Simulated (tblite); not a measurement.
C5H10F3NSi.
Structure used (GFN2-xTB), in Å, numbered top down from 1:
```xyz
20
C5H10F3NSi angstrom
F     -1.343   -1.128   -1.503
C     -1.503   -1.190   -0.174
F     -2.819   -1.038    0.058
F     -1.203   -2.446    0.189
C     -0.662   -0.151    0.575
C     -1.142    1.271    0.215
C      0.133    1.989   -0.236
C      0.994    0.837   -0.748
N      0.722   -0.219    0.204
Si     1.734   -1.584    0.481
H     -0.783   -0.388    1.639
H     -1.861    1.225   -0.603
H     -1.619    1.758    1.062
H     -0.061    2.742   -0.996
H      0.622    2.459    0.617
H      0.689    0.553   -1.765
H      2.059    1.061   -0.753
H      1.609   -2.654   -0.514
H      3.083   -1.022    0.441
H      1.345   -2.064    1.805
```

Calculated harmonic vibrations of the isolated species, GFN2-xTB (tblite), most abundant isotopes, no scaling. Errors from tens to a few hundred cm⁻¹ against measured bands are possible. Modes of hydrogen on silicon can be 10 to 20 % off. One conformer, not necessarily the lowest.

Harmonic wavenumbers (cm⁻¹): 36.4, 75.6, 93.8, 145.2, 176.2, 212.0, 230.5, 269.9, 325.5, 390.4, 458.3, 471.3, 526.2, 568.5, 604.5, 610.2, 618.1, 741.7, 760.6, 801.7, 815.3, 838.6, 880.1, 931.8, 982.6, 1001.9, 1049.4, 1060.3, 1072.5, 1099.8, 1121.7, 1166.4, 1183.2, 1191.1, 1208.7, 1213.6, 1274.9, 1279.2, 1307.3, 1313.6, 1321.5, 1471.2, 1483.6, 1494.1, 2224.5, 2270.1, 2280.8, 2880.6, 2912.4, 2992.8, 3000.3, 3006.8, 3027.8, 3029.9.

A = 1413, B = 1127, C = 754.5 MHz; mass 169.053 u (most abundant isotopes); point group C1, symmetry number 1.

Question: What is the zero-point energy?

Answer: Half the sum of the wavenumbers: 31753 cm⁻¹ = 90.78 kcal/mol.

Question: Entropy at 298.15 K, 1 bar (ideal gas, RRHO, classical rotation)?

Answer: Translation 41.31, rotation 29.97, vibration 32.09: S = 103.4 cal/(mol K).

Question: And Cp and H(298.15 K) − H(0)?

Answer: Cp = 42.69 cal/(mol K), of which vibrations give 34.74 (their classical limit is 54 R = 107.3); H(298.15 K) − H(0) = 7.45 kcal/mol without the zero-point energy, 5.08 from vibrations.

Question: What must be added to the electronic energy to get the Gibbs energy at 298.15 K and 1 bar?

Answer: ZPE + [H(298.15 K) − H(0)] − T·S = 90.78 + 7.45 − 30.82 = 67.41 kcal/mol.

Question: How do the functions run with temperature in this model?

Answer: 
```
T (K)  S (cal/(mol K))  Cp (cal/(mol K))  H − H(0) (kcal/mol)  G − H(0) (kcal/mol)  ln q(vib)
  100             71.9              19.5                 1.34                -5.85       1.95
  200             88.9              30.8                 3.85               -13.92       4.76
  300            103.6              42.9                 7.53               -23.56       7.62
  500            130.8              63.8                18.33               -47.05      13.41
  800            165.3              82.7                40.60               -91.64      21.82
 1000            184.6              90.4                57.96              -126.67      27.03
```

q(vib) and H(0) count from the zero-point level.

Question: Blend soft modes into free rotors: weight 1/[1 + (100 cm⁻¹/ν̃)⁴] for the oscillator and the rest for a rotor with moment μB/(μ + B), μ = h/(8π²ν), B = 10⁻⁴⁴ kg m². What vibrational entropy results?

Answer: 29.47 cal/(mol K) in place of 32.09, which changes −T·S at 298.15 K by +0.78 kcal/mol.

Question: Which modes carry the vibrational entropy at 298.15 K?

Answer: 36.4 cm⁻¹: 5.45; 75.6 cm⁻¹: 4.00; 93.8 cm⁻¹: 3.58; 145.2 cm⁻¹: 2.73; 176.2 cm⁻¹: 2.37; 212.0 cm⁻¹: 2.03 cal/(mol K); the other 48 give 11.93 together.

Hindered rotation and anharmonicity are outside this model. Other conformers, if any are populated, would add a mixing term that is left out. The structure is chiral; the term R ln 2 for an equal mix with its mirror image is left out.
